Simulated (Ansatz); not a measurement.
`[SiH3][SiH2]Br` + `BNC` → `BN(C)[SiH2][SiH3]` + HBr at 400 K and 1 bar (ligand exchange at the Si–Br bond).

Isolated molecules relaxed with PBE0-D4/def2-TZVP in Ansatz; ΔE leaves out vibrations. CCSD(T)/CBS is the MP2 limit (def2-TZVPP, def2-QZVPP) plus CCSD(T) − MP2 in def2-TZVPP, frozen cores. For Br outer-core shells are correlated without core-valence functions, which leaves a few kJ/mol of doubt a bond. Scalar relativity is left out up to krypton. Each species was taken in one conformer, which may not be the lowest.

```tsv
species	CCSD(T)/CBS energy (Eh)	H − E (kJ/mol)	S (J/(mol·K))
`[SiH3][SiH2]Br`	-3154.51510	140.9	364.4
`BNC`	-121.18426	222.8	289.6
`BN(C)[SiH2][SiH3]`	-701.75815	326.7	421.8
HBr	-2573.91920	27.6	207.2
```

H − E and S are ideal-gas, rigid-rotor, harmonic terms from PBE0-D4/def2-TZVP, for one conformer and one mirror image of each species. 1 Eh = 2625.50 kJ/mol, R = 8.31446 J/(mol·K).

Task: By hand: ΔE, ΔH, ΔS and ΔG.

Result: ΔE = (-701.75815) + (-2573.91920) − (-3154.51510) − (-121.18426) = 0.02201 Eh = 57.8 kJ/mol. Δ(H − E) = 326.7 + 27.6 − 140.9 − 222.8 = -9.4, so ΔH = 48.4 kJ/mol. ΔS = 421.8 + 207.2 − 364.4 − 289.6 = -25.0 J/(mol·K). ΔG = 48.4 − 400 × (-25.0)/1000 = 58.4 kJ/mol.

Task: By hand: the equilibrium constant, and the temperature at which ΔG would vanish if ΔH and ΔS stayed fixed.

Result: log₁₀ K = −ΔG/(RT ln 10) = -7.6. ΔH and −TΔS have one sign here, so there is no such temperature.

ΔH outweighs TΔS. A doubt of 5 kJ/mol in ΔE shifts log₁₀ K by 0.7 here. Other conformers and mirror images would add mixing entropy, several J/(mol·K) or more a flexible species. Modes under 60 cm⁻¹, often nearly free rotors, make the harmonic entropy too high. These are equilibria of isolated gas molecules and say nothing of rates. Largest T1 diagnostic: 0.013 (customary marks: 0.02 for closed shells, 0.045 for open ones).
